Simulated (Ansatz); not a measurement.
# Isomers

Structures of SiH3S2O (charge +1), closed shell, relaxed at PBE0-D4/def2-TZVP (vibrations not checked; lower isomers may exist, and structures with a doubtful reference or unclear bonds are left out). Program: Ansatz 0.2.0. Basis: def2-TZVPP. Cores are frozen in the correlated methods. B3LYP uses VWN-RPA correlation.

(1) Rank them by CCSD(T) energy, lowest first, and give each one's height above the lowest. Links in brackets join atoms within 1.22 times the sum of their covalent radii (1.1 for two metals). (To be estimated.)
A.
SiH₃S₂O ([SH][O][SiH][SH]), total charge +1
```
7
angstrom
S -1.6225 -1.3539 -0.0623
Si 0.2708 -0.9545 0.5464
O 1.0496 0.3519 0.0758
S 0.4887 1.4782 -1.0615
H 1.0444 -1.8326 1.4280
H -1.6221 -0.1773 -0.7513
H 0.3911 2.4883 -0.1752
```
B.
SiH₃S₂O ([OH]1[S][SiH2][S]1), total charge +1
```
7
angstrom
O -1.3883 0.2140 -0.8200
S -1.2304 -0.5235 0.7940
Si 0.9303 -0.3019 0.4912
S 0.2547 0.3204 -1.5002
H -1.7667 1.1114 -0.7348
H 1.5554 0.7684 1.2895
H 1.6450 -1.5889 0.4804
```
C.
SiH₃S₂O ([SiH2][S][O][SH]), total charge +1
```
7
angstrom
Si -1.7113 0.3026 -0.3818
S -0.1383 0.3678 0.9111
O 1.1093 0.1322 -0.1493
S 2.1744 -1.1093 0.2914
H -3.0344 0.5906 0.1965
H -1.4515 0.0301 -1.8052
H 3.0518 -0.3140 0.9373
```

(2) Do PBE-D4, r2SCAN-D4, PBE0-D4, B3LYP-D4, wB97M-V, HF, MP2 give the same order? (A judgement: the text doesn't fix the answer.)

No T1 diagnostic of these runs exceeds 0.021.

For scale, one of the runs: CCSD(T)/def2-TZVPP, 199 basis functions, launched by `ansatz run in.yaml --threads 2 --pin off --events-out ev --progress --plain --max-ram 4352MiB`. Time: 81 s of wall clock on 2 CPU threads of an Arm Neoverse V1; the host was shared. Peak host memory: 2.1 GiB.

Answers

(1) The calculation gives: A (0.000 eV), B (2.249 eV), C (2.673 eV). Heights count from the lowest.

(2) By the calculation: All do.
